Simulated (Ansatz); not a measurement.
CH6AlBClGa, relaxed with RKS PBE0-D4/def2-TZVP in Ansatz 0.2.0 from a GFN2-xTB geometry. The force threshold is 0.005 eV/Å; the program also tests the step.

The species carries charge 0 and has multiplicity 1. The bonds changed during the relaxation, so this is another structure than the one it started from.

Start:

```xyz
11

Al    1.231   -1.307    0.168
B    -0.604   -0.750    0.976
C    -1.331   -0.191   -0.244
Ga    0.066    1.387   -0.121
Cl    0.716    2.277   -1.886
H     2.677   -1.378    0.785
H     1.275   -1.338   -1.421
H    -0.996   -0.486    2.058
H    -1.040   -0.552   -1.245
H    -2.387    0.092   -0.236
H     0.394    2.245    1.165
```

Q: How much energy does the relaxation release, and in how many steps? (Estimate.)

A: Ansatz gave: 105.67 kJ/mol, in 19 steps.

Q: Which bonds change most? (Best estimate.)

A: Ansatz gave: Al1–Cl5 from 4.163 to 2.406 Å; B2–Ga4 from 2.493 to 2.117 Å; Al1–Ga4 from 2.949 to 2.714 Å; Ga4–Cl5 from 2.081 to 2.308 Å.

Q: Give the relaxed structure. (Estimate.)

A: Ansatz gave: 
```xyz
11

Al    1.517   -0.847   -0.204
B    -0.614   -0.712    0.603
C    -1.622    0.009   -0.211
Ga   -0.040    1.309    0.339
Cl    1.282    1.137   -1.545
H     2.809   -0.545    0.664
H     1.396   -2.093   -1.181
H    -0.869   -1.282    1.624
H    -1.431    0.346   -1.237
H    -2.680    0.061    0.038
H     0.253    2.617    1.109
```
